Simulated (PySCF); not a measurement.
Computed Raman spectrum (relative Raman activity) of a molecule C4H10O. Geometry optimised at PBE0-D3(BJ)/def2-SVP. Other conformers were not sampled. Computed with PBE0-D3(BJ)/def2-SVP run with PySCF. Harmonic, unscaled wavenumbers; measured fundamentals usually lie a few per cent lower.

Lines under 2 % of the strongest are left out, and lines within 2 cm⁻¹ are merged.

ν (cm⁻¹): 863 (w), 946 (vw), 1076 (vw), 1105 (vw), 1125 (vw), 1293 (w), 1330 (w), 1413 (vw), 1451 (w), 1458 (w), 1465 (m), 1476 (m), 1512 (vw), 2977 (m), 2992 (vs), 3023 (s), 3060 (vs), 3065 (vs), 3107 (vs), 3156 (m), 3161 (m), 3166 (vs) (against the strongest line: vs over 80 %, s over 45 %, m over 15 %, w over 4 %, vw less)

**Question.** Pick the molecule that these values belong to.
A) CCCOC
B) CCCCO
C) CC(C)(C)O
D) CCOCC

**Answer.** D, CCOCC
